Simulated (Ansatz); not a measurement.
The cluster Al₂P₂. Total charge 0; quintet. Geometry PBE-D4/def2-TZVP.

```xyz
4

Al    0.523   -1.136    1.792
Al   -0.785    0.932   -1.814
P    -0.421    0.738    0.704
P     0.683   -0.535   -0.682
```

B3LYP takes the VWN-RPA correlation. At PBE0-D4/def2-TZVP a singlet of charge 0 lies 3.04 eV below the quintet, each at its own geometry. The structure comes from a short search, and lower isomers may exist.

(1) Estimate the α-spin orbital energies around the gap (eV) in Ansatz with PBE-D4/def2-TZVP, r2SCAN-D4/def2-TZVP, B3LYP-D4/def2-TZVP, r2SCAN0-D4/def2-TZVP, BHLYP-D4/def2-TZVP.

Answers

(1) 
```tsv
orbital	PBE-D4/def2-TZVP	r2SCAN-D4/def2-TZVP	B3LYP-D4/def2-TZVP	r2SCAN0-D4/def2-TZVP	BHLYP-D4/def2-TZVP
HOMO−9	-17.11	-17.75	-18.85	-19.64	-21.39
HOMO−8	-12.79	-13.17	-14.26	-14.79	-16.36
HOMO−7	-10.75	-11.15	-11.87	-12.49	-13.57
HOMO−6	-7.82	-8.19	-8.70	-9.27	-10.08
HOMO−5	-7.51	-7.66	-8.33	-8.69	-9.50
HOMO−4	-7.12	-7.42	-7.90	-8.40	-9.07
HOMO−3	-6.54	-6.65	-7.24	-7.54	-8.36
HOMO−2	-5.78	-6.19	-6.39	-7.00	-7.35
HOMO−1	-4.52	-4.66	-5.26	-5.59	-6.38
HOMO	-3.39	-3.61	-3.63	-4.08	-4.22
LUMO	-2.45	-2.51	-1.90	-2.06	-1.12
LUMO+1	-2.38	-2.36	-1.76	-1.72	-0.80
LUMO+2	-1.37	-1.26	-0.69	-0.63	0.29
LUMO+3	-1.17	-0.81	-0.54	-0.09	0.55
LUMO+4	-0.76	-0.55	-0.07	0.08	0.89
LUMO+5	0.65	1.10	1.31	1.68	2.26
β HOMO	-6.19	-6.17	-6.75	-6.83	-7.46
β LUMO	-5.39	-5.09	-4.82	-4.41	-3.78
```
